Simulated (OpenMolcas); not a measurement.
# Levels of Os2+ by method

* Program: OpenMolcas
* Basis: ANO-RCC-VTZP [8s7p5d3f2g1h]
* Scalar Hamiltonian: DKH2, point nucleus
* Active space: 6 electrons in 6 orbitals (5d 6s)
* State averaging: 2S+1 = 5 even, 35 roots (30 in the spin-orbit step); 2S+1 = 7 even, 1 root kept (CI in the orbitals of an earlier block); 2S+1 = 3 even, 150 roots kept (CI in the orbitals of an earlier block, 107 in the spin-orbit step); 2S+1 = 1 even, 116 roots kept (CI in the orbitals of an earlier block, 62 in the spin-orbit step)
* Spin-orbit coupling: RASSI with atomic mean-field integrals over the reference wave functions, term energies averaged over their components

Methods on the same reference wave functions:
A. CASSCF
B. SS-CASPT2, IPEA 0.25 Eh, imaginary shift 0.1 Eh (closed shells correlated: 5s 5p)
C. MS-CASPT2, IPEA 0.25 Eh, imaginary shift 0.1 Eh (closed shells correlated: 5s 5p)
D. XMS-CASPT2, IPEA 0.25 Eh, imaginary shift 0.1 Eh (closed shells correlated: 5s 5p)

Energies in cm-1 above 5d5 6s 7S3.

```csv
Level,A,B,C,D
5d5 6s 7S3,0.0,0.0,0.0,0.0
5d6 5D4,2411,-1608,-1733,-3270
5d6 5D3,6752,2930,2880,1297
5d6 5D2 [68 %],7318,2840,2820,1422
5d6 5D1,9339,5240,5250,3710
5d6 5D0,9806,5570,5580,4110
5d6 3G5 [56 %],21741,15510,15500,14590
5d6 3H6,22617,16540,16520,15670
5d6 1S0 [65 %],25433,18530,18550,18260
5d6 3F2 [58 %],25443,18070,18100,17670
5d6 3D1,26664,19690,19680,19030
5d6 3H4 [54 %],27671,21580,21610,20860
5d5 6s 5G4 [61 %],29069,25350,25330,25130
5d5 6s 5G6,29379,25870,25870,25580
5d6 3P1(1) [61 %],34360,27110,27270,26630
5d6 1I6,35796,28990,28980,28240
5d5 6s 5D0,36831,31910,31940,31720
5d5 6s 3I6,44142,39520,39510,39260
5d5 6s 3F4(1) [53 %],44281,37250,37210,36450
5d5 6s 3I7,46084,41640,41630,41370
5d6 3P1(2) [57 %],46122,37480,37360,35550
```

B puts 5d6 5D4 lowest. C puts 5d6 5D4 lowest. D puts 5d6 5D4 lowest.

Among B to D the level of the table that moves most is 5d6 3P1(2) [57 %], by 1900 cm-1 (lowest in D, highest in B). Moves below CASPT2's spread within the term are not significant.

From A to B the spin-free energies of the other terms of 5d5 6s shown, above 7S, scale by factors of 0.82 to 0.89.

The lowest spin-free term lies below A's lowest term by 0.342 hartree in B, 0.342 hartree in C, 0.342 hartree in D.

CASPT2 does not keep the components of a term degenerate, so their means are used; among the terms shown or strongly mixed into the levels shown the widest spread is 1500 cm-1 (5d6 1I, D). Some high roots are left out of the spin-orbit mixing, which shifts the levels that they would mix with. Terms from blocks run as CI alone lack orbitals of their own. Configurations are named by rounded mean occupations; where the s occupation lies near a half they are strongly mixed, a name can repeat and a true partner stay unpaired. A single d shell beside an s shell can misplace configurations of different d count against each other. The CASPT2 spread within a term exceeds the gap to the next term for 5d6 1I and 5d5 6s 5G, 5d5 6s 3I and 5d5 6s 5F, so the order of their levels is uncertain, and so are names and mixing where such terms share a J (figures for C; the like holds for D). Without dynamic correlation excited terms often stand tens of per cent too high (terms of higher spin than the ground term too low), and those without a measured partner can miss by more than the paired ones (holds for A). The lowest computed level is not the ground level that NIST lists (5D4) (holds for A). The lowest spin-free term belongs to 5d5 6s, not to the configuration of the lowest level (holds for B; C; D). Blocks of more than 70 roots (2S+1 = 3 even) ran without multistate coupling (holds for C). Levels of configurations outside the active space are missing. The table leaves out levels that lie high or whose names do not pair safely across all columns.

A share in square brackets marks a mixed level and gives the weight of the term that names it, the lowest over the columns. A number in round brackets counts repeated terms of one configuration in the order of the reference energies.
